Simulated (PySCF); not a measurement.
**Four-centre ligand exchange**

Start structure (BH$_{4}$O$_{2}$F, singlet), relaxed at PBE0-D4/def2-TZVP:

| atom | x (Å) | y (Å) | z (Å) |
| --- | --- | --- | --- |
| B1 | -0.7060 | 0.1750 | 0.1672 |
| F2 | -0.4680 | 1.3762 | -0.3889 |
| O3 | -1.1883 | -0.8419 | -0.5826 |
| O4 | -0.4716 | -0.0266 | 1.4837 |
| H5 | 2.2290 | -0.0836 | -0.7651 |
| H6 | 2.0846 | -0.7416 | -0.4433 |
| H7 | -1.3146 | -0.5976 | -1.5016 |
| H8 | -0.1305 | 0.7546 | 1.9235 |

The step: BH₂O₂F ([OH][B]([OH])[F]) + H₂ → BH₃O₂ ([OH][BH][OH]) + HF; bonds formed: B1–H6, F2–H5; bonds broken: B1–F2, H5–H6. PySCF 2.14 with density fitting (its default auxiliary sets; JK sets also for MP2 and CCSD(T)); basis: def2-TZVPP and def2-QZVPP; cores frozen in the correlated methods. Extrapolation: Hartree–Fock as exp(−7.88 √X), correlation as X^−2.97. Energies below are by CCSD(T) at an estimated basis limit (MP2 extrapolated from triple and quadruple zeta, plus CCSD(T) − MP2 in triple zeta).

(1) What are the electronic barrier and the energy of the step, from the start structure to the end structure? (To be estimated.)

The T1 diagnostic stays at or below 0.014.

Answers

(1) Computed: Barrier 247.8 kJ/mol; step energy 113.3 kJ/mol (uphill); reverse barrier, their difference, 134.5 kJ/mol. Barrier and step energy count from the start structure, the reverse barrier from the end structure.

The saddle point: One imaginary mode of 1155i cm⁻¹.
| pair | start (Å) | saddle (Å) | end (Å) |
| --- | --- | --- | --- |
| B1–H6 | 3.00 | 1.39 | 1.21 |
| F2–H5 | 3.09 | 1.17 | 0.93 |
| B1–F2 | 1.34 | 1.72 | 3.35 |
| H5–H6 | 0.75 | 1.01 | 1.69 |

Zero-point energy (harmonic, PBE0-D4): ZPE is 126.8 kJ/mol at the start and 134.0 kJ/mol at the saddle, so the barrier goes from 247.8 to 255.0 kJ/mol.

Labels in which every atom is bracketed show which atoms are joined, not bond orders.

For scale, one of the runs: CCSD(T)/def2-TZVPP, 180 basis functions, launched by `OMP_NUM_THREADS=4 python run.py`. Time: 4.5 min of wall clock on 4 CPU threads of an Arm Neoverse V2; the host was shared. Peak host memory: 2 GiB.
